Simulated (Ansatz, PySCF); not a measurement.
CH8FNSi2, SMILES [SiH2](N)[SiH2]CF. Atoms are numbered in the order given.

```xyz
13

N     -1.5687     0.2160     1.3620
Si    -1.4481    -0.4280    -0.2470
Si     0.5917     0.2018    -1.2536
C      1.7388     0.4256     0.2645
F      1.4704    -0.5808     1.1863
H     -0.7921     0.0349     1.9912
H     -1.9262     1.1559     1.4881
H     -2.6171     0.0799    -1.0284
H     -1.4990    -1.9219    -0.2088
H      0.5437     1.5153    -1.9753
H      1.1633    -0.8217    -2.1854
H      1.5395     1.3997     0.7449
H      2.8119     0.3921     0.0122
```
Charge 0, spin multiplicity 1.

The structure is a stationary point at PBE0-D3(BJ)/def2-SVP. The structure was generated by enumeration, and PubChem lists no compound with its InChIKey, so it may never have been made. One conformer was computed; it need not be the lowest.

Two levels are set side by side: PBE-D3(BJ)/def2-SVP (Ansatz, a quantum-chemistry and plane-wave program) and PBE0-D3(BJ)/def2-SVP (Ansatz). Each level has its own optimised geometry; the coordinates shown are those of the second. Frequencies come from the Hessian of PySCF at each geometry. Differences are taken from unrounded values.

| quantity | PBE0-D3(BJ) |
|---|---|
| mean bond length (Å) | 1.469 |
| bond N1–Si2 (Å) | 1.737 |
| bond Si2–Si3 (Å) | 2.360 |
| bond Si3–C4 (Å) | 1.916 |
| bond C4–F5 (Å) | 1.391 |
| bond N1–H6 (Å) | 1.016 |
| bond N1–H7 (Å) | 1.014 |
| bond Si2–H8 (Å) | 1.495 |
| bond Si2–H9 (Å) | 1.495 |
| bond Si3–H10 (Å) | 1.500 |
| bond Si3–H11 (Å) | 1.497 |
| bond C4–H12 (Å) | 1.104 |
| bond C4–H13 (Å) | 1.103 |
| highest harmonic wavenumber (cm⁻¹) | 3705 |
| mean harmonic wavenumber (cm⁻¹) | 1202 |
| zero-point energy (kcal/mol) | 56.69 |

### Question
What does PBE-D3(BJ) give, and how far is it from PBE0-D3(BJ)? (An estimate is asked for; the answer gives what the named calculation found.)

### Answer

```json
[
 {"quantity": "mean bond length (Å)", "PBE-D3(BJ)": "1.481", "PBE-D3(BJ) minus PBE0-D3(BJ)": "0.012"},
 {"quantity": "bond N1–Si2 (Å)", "PBE-D3(BJ)": "1.756", "PBE-D3(BJ) minus PBE0-D3(BJ)": "0.018"},
 {"quantity": "bond Si2–Si3 (Å)", "PBE-D3(BJ)": "2.371", "PBE-D3(BJ) minus PBE0-D3(BJ)": "0.011"},
 {"quantity": "bond Si3–C4 (Å)", "PBE-D3(BJ)": "1.928", "PBE-D3(BJ) minus PBE0-D3(BJ)": "0.013"},
 {"quantity": "bond C4–F5 (Å)", "PBE-D3(BJ)": "1.408", "PBE-D3(BJ) minus PBE0-D3(BJ)": "0.017"},
 {"quantity": "bond N1–H6 (Å)", "PBE-D3(BJ)": "1.026", "PBE-D3(BJ) minus PBE0-D3(BJ)": "0.011"},
 {"quantity": "bond N1–H7 (Å)", "PBE-D3(BJ)": "1.024", "PBE-D3(BJ) minus PBE0-D3(BJ)": "0.011"},
 {"quantity": "bond Si2–H8 (Å)", "PBE-D3(BJ)": "1.505", "PBE-D3(BJ) minus PBE0-D3(BJ)": "0.010"},
 {"quantity": "bond Si2–H9 (Å)", "PBE-D3(BJ)": "1.505", "PBE-D3(BJ) minus PBE0-D3(BJ)": "0.010"},
 {"quantity": "bond Si3–H10 (Å)", "PBE-D3(BJ)": "1.510", "PBE-D3(BJ) minus PBE0-D3(BJ)": "0.011"},
 {"quantity": "bond Si3–H11 (Å)", "PBE-D3(BJ)": "1.508", "PBE-D3(BJ) minus PBE0-D3(BJ)": "0.011"},
 {"quantity": "bond C4–H12 (Å)", "PBE-D3(BJ)": "1.114", "PBE-D3(BJ) minus PBE0-D3(BJ)": "0.009"},
 {"quantity": "bond C4–H13 (Å)", "PBE-D3(BJ)": "1.112", "PBE-D3(BJ) minus PBE0-D3(BJ)": "0.009"},
 {"quantity": "highest harmonic wavenumber (cm⁻¹)", "PBE-D3(BJ)": "3561", "PBE-D3(BJ) minus PBE0-D3(BJ)": "-144"},
 {"quantity": "mean harmonic wavenumber (cm⁻¹)", "PBE-D3(BJ)": "1163", "PBE-D3(BJ) minus PBE0-D3(BJ)": "-39"},
 {"quantity": "zero-point energy (kcal/mol)", "PBE-D3(BJ)": "54.85", "PBE-D3(BJ) minus PBE0-D3(BJ)": "-1.84"}
]
```

GGA bonds tend to be longer and softer than those of functionals with exact exchange. Differences between two approximate levels are no errors against the true value.
